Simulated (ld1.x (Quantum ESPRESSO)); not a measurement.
## Building the PAW potential for Cd (PBE, scalar-relativistic).

ld1.x (Quantum ESPRESSO) 7.5 was run on this input:

```
&input
   title='Cd', zed=48., rel=1, dft='PBE', iswitch=3,
   config='[Kr] 4d10 5s2 5p0',
   nld=3, rlderiv=3.55, eminld=-3.0, emaxld=5.0, deld=0.02
 /
 &inputp
   pseudotype=3, lpaw=.true., tm=.true., lloc=-1, rcloc=1.40,
   nlcc=.true.,
   which_augfun='BESSEL', rmatch_augfun=0.75,
   file_pseudopw='Cd.UPF', file_wfcaegen='ae.wfc', file_wfcncgen='nc.wfc', file_beta='beta', file_chi='chi', file_wfcusgen='us.wfc'
 /
6
5S  1  0   2.00   0.00  1.60  1.75  0.0
5S  1  0   0.00   1.25  1.60  1.75  0.0
5P  2  1   0.00   0.00  2.50  3.25  0.0
5P  2  1   0.00   0.45  2.50  3.25  0.0
4D  3  2  10.00   0.00  0.90  1.20  0.0
4D  3  2   0.00   3.75  0.90  1.20  0.0
 &test
   configts(1)='4d10 5s2 5p0'
 /
```

Command:

```bash
ld1.x < Cd.in > Cd.out
```

The program printed (shortened: banner, matrices, multipoles, cross overlaps and the repeated all-electron block are left out):

```
[... start of the log left out ...]
     s(3D/3D) =  1.000000  <r> =   0.3347  <r2> =    0.1333  r(max) =   0.2668
     s(4D/4D) =  1.000000  <r> =   1.2895  <r2> =    2.0329  r(max) =   0.9790
     s(5S/5S) =  1.000000  <r> =   2.8995  <r2> =    9.7602  r(max) =   2.3486
     s(5P/5P) =  1.000000  <r> =   4.5624  <r2> =   25.1869  r(max) =   3.3328

     ------------------------ End of All-electron run ------------------------

     --------------------- Generating PAW atomic setup --------------------

      Generating local potential from pseudized AE potential:
      Matching radius rcloc =   1.4000

      Local pseudo, rcloc= 1.389 Estimated cut-off energy=    13.16 Ry

      Computing core charge for nlcc:

       r > 0.73 : true rho core
       r < 0.73 : rho core = a sin(br)/r    a=  20.51  b=   2.89

      Integrated core pseudo-charge :  11.01
      Wfc-us  5S rcutus= 1.740  Estimated cut-off energy=    38.97 Ry
      Wfc-us  5S rcutus= 1.740  Estimated cut-off energy=    14.59 Ry
      Wfc-us  5P rcutus= 3.250  Estimated cut-off energy=     7.06 Ry
      Wfc-us  5P rcutus= 3.250  Estimated cut-off energy=     8.27 Ry
      Wfc-us  4D rcutus= 1.196  Estimated cut-off energy=    79.38 Ry
      Wfc-us  4D rcutus= 1.196  Estimated cut-off energy=    99.43 Ry

     Required augmentation: BESSEL   radius:    0.750000
     Suggested rho cutoff for augmentation: 175.11 Ry

 %%%%%%%%%%%%%%%%%%%%%%%%%%%%%%%%%%%%%%%%%%%%%%%%%%%%%%%%%%%%%%%%%%%%%%%%%%%%%%
     Error in routine new_paw_hamiltonian (1):
     negative rho
 %%%%%%%%%%%%%%%%%%%%%%%%%%%%%%%%%%%%%%%%%%%%%%%%%%%%%%%%%%%%%%%%%%%%%%%%%%%%%%

     stopping ...
```

The run stopped because the spherical valence density built from the smooth waves and the augmentation charge turned negative at some radius.

The run took about 0.17 s on one core of a shared server CPU.
